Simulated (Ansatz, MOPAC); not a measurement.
System: GeN4H9, charge 1, multiplicity 1. SMILES: [NH2][Ge]([NH2])([NH2])[NH3+]

Atoms: N1, Ge2, N3, N4, N5, H6, H7, H8, H9, H10, H11, H12, H13, H14. Bonds: N1-Ge2, N1-H6, N1-H7, Ge2-N3, Ge2-N4, Ge2-N5, N3-H8, N3-H9, N4-H10, N4-H11, N5-H12, N5-H13, N5-H14.

Bond lengths (Å) and angles (degrees) optimised at AM1 with MOPAC; PM7 with MOPAC; PBE/6-31G* with LANL2DZ past Ar with Ansatz (a program for electronic structure); B3LYP/6-31G* with LANL2DZ past Ar with Ansatz, each started from the B3LYP-D3(BJ)/def2-TZVP structure (Ansatz) of the last column. A row stands for all coordinates that are equal there; 10 of 12 kinds are shown. 6-31G* holds six Cartesian d functions. No wavenumbers were computed at PBE/6-31G* with LANL2DZ past Ar, so these may be saddle points.

| coordinate | AM1 | PM7 | PBE/6-31G* with LANL2DZ past Ar | B3LYP/6-31G* with LANL2DZ past Ar | B3LYP-D3(BJ)/def2-TZVP |
|---|---|---|---|---|---|
| N1-Ge2 | 1.777 | 1.801 | 1.818 | 1.796 | 1.801 |
| N1-H6 | 0.983 | 1.000 | 1.024 | 1.016 | 1.011 |
| N1-H7 | 0.983 | 1.000 | 1.023 | 1.015 | 1.010 |
| Ge2-N5 | 2.038 | 2.025 | 2.072 | 2.064 | 2.049 |
| N5-H12 | 1.011 | 1.018 | 1.032 | 1.025 | 1.020 |
| N1-Ge2-N3 | 116.7 | 119.6 | 118.4 | 117.9 | 117.8 |
| N1-Ge2-N5 | 100.6 | 93.8 | 97.3 | 98.5 | 98.6 |
| Ge2-N1-H6 | 123.1 | 116.5 | 117.4 | 119.5 | 118.7 |
| Ge2-N1-H7 | 123.1 | 116.5 | 116.4 | 118.1 | 117.0 |
| Ge2-N5-H12 | 110.5 | 109.4 | 110.7 | 110.9 | 110.6 |

Mean signed difference of all 13 bond lengths from B3LYP-D3(BJ)/def2-TZVP: AM1 -0.021 Å, PM7 -0.007 Å, PBE/6-31G* with LANL2DZ past Ar 0.015 Å, B3LYP/6-31G* with LANL2DZ past Ar 0.003 Å.
